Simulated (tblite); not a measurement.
C₂H₈B₂N₂.
SMILES with atom numbers: `[CH:1]#[C:2][BH-:3]1[NH2+:4][BH2-:5][NH2+:6]1` (hydrogens: H7 on C1; H8 on B3; H9, H10 on N4; H11, H12 on B5; H13, H14 on N6)
Bond orders are those of one Lewis drawing.

Computed with GFN2-xTB (tblite), gas phase: Langevin dynamics at 600 K from the optimised GFN2-xTB geometry, time step 0.5 fs, friction 0.01 fs⁻¹, 2000 steps.

Start geometry:
```
atom  x, y, z in Å
C1      2.847   -0.455    0.128
C2      1.685   -0.333    0.410
B3      0.186   -0.165    0.754
N4     -0.398    1.198    0.176
B5     -1.411    0.340   -0.698
N6     -0.744   -1.020   -0.215
H7      3.867   -0.565   -0.106
H8     -0.085   -0.324    1.900
H9      0.272    1.732   -0.364
H10    -0.819    1.817    0.855
H11    -2.526    0.444   -0.303
H12    -1.275    0.523   -1.864
H13    -0.236   -1.515   -0.937
H14    -1.365   -1.676    0.240
```

The statistics below take the 31 frames saved every 25 fs from 250 to 1000 fs; their kinetic temperature (all 3N coordinates) averages 623 K.

Q: Give the mean, spread and extremes of the bond lengths.

A: 
| bond | start (Å) | mean (Å) | standard deviation (Å) | shortest (Å) | longest (Å) |
| --- | --- | --- | --- | --- | --- |
| C1≡C2 | 1.201 | 1.205 | 0.014 | 1.169 | 1.234 |
| C2–B3 | 1.547 | 1.560 | 0.053 | 1.425 | 1.663 |
| B3–N4 | 1.592 | 1.611 | 0.052 | 1.527 | 1.749 |
| N4–B5 | 1.590 | 1.605 | 0.062 | 1.492 | 1.725 |
| B5–N6 | 1.590 | 1.598 | 0.061 | 1.484 | 1.742 |
| B3–N6 | 1.592 | 1.613 | 0.067 | 1.500 | 1.778 |
| C1–H7 | 1.052 | 1.058 | 0.027 | 1.015 | 1.126 |
| B3–H8 | 1.189 | 1.197 | 0.035 | 1.138 | 1.281 |
| N4–H9 | 1.012 | 1.018 | 0.031 | 0.960 | 1.074 |
| N4–H10 | 1.011 | 1.026 | 0.050 | 0.946 | 1.130 |
| B5–H11 | 1.187 | 1.194 | 0.038 | 1.088 | 1.273 |
| B5–H12 | 1.188 | 1.208 | 0.058 | 1.088 | 1.332 |
| N6–H13 | 1.012 | 1.018 | 0.029 | 0.968 | 1.075 |
| N6–H14 | 1.011 | 1.020 | 0.038 | 0.948 | 1.107 |

Q: Give the same statistics for bond angles, one of each kind among heavy atoms.

A: 
```
   angle  start (°)  mean (°)  standard deviation (°)  smallest (°)  largest (°)
C1–C2–B3      179.2     163.2                     7.6         143.2        175.6
C2–B3–N4      111.6     112.7                     6.3         101.2        125.0
N4–B3–N6       91.4      90.6                     4.2          81.8         99.1
B3–N4–B5       88.3      87.8                     3.4          82.0         95.2
N4–B5–N6       91.6      91.4                     3.8          82.8         98.2
```

Q: How far does each atom move about its mean position (frames aligned on the start, all atoms weighted alike), and what rms force does it feel?

A: 
| atom | rms displacement (Å) | rms force (eV/Å) |
| --- | --- | --- |
| C1 | 0.27 | 1.82 |
| C2 | 0.21 | 1.89 |
| B3 | 0.18 | 2.07 |
| N4 | 0.17 | 2.84 |
| B5 | 0.15 | 2.09 |
| N6 | 0.16 | 2.97 |
| H7 | 0.47 | 1.08 |
| H8 | 0.26 | 1.00 |
| H9 | 0.34 | 1.39 |
| H10 | 0.32 | 1.94 |
| H11 | 0.39 | 1.06 |
| H12 | 0.38 | 1.40 |
| H13 | 0.35 | 1.36 |
| H14 | 0.29 | 1.60 |

The displacements run from 0.15 to 0.47 Å, the largest at H7.

Q: How widely does the potential energy scatter, against a harmonic estimate?

A: Mean 1.00 eV above the start, standard deviation 0.213 eV, range 0.54 to 1.49 eV. For 36 classical harmonic modes at 600 K the canonical values are 36kT/2 = 0.93 eV and kT·√(36/2) = 0.219 eV.

The run is classical and short, so these are rough statistics of one trajectory.

What follows is the cost of the whole dynamics run. On one thread of an Arm Neoverse V2, shared host, this took 6.4 s wall and 0.18 GiB of memory at its peak.
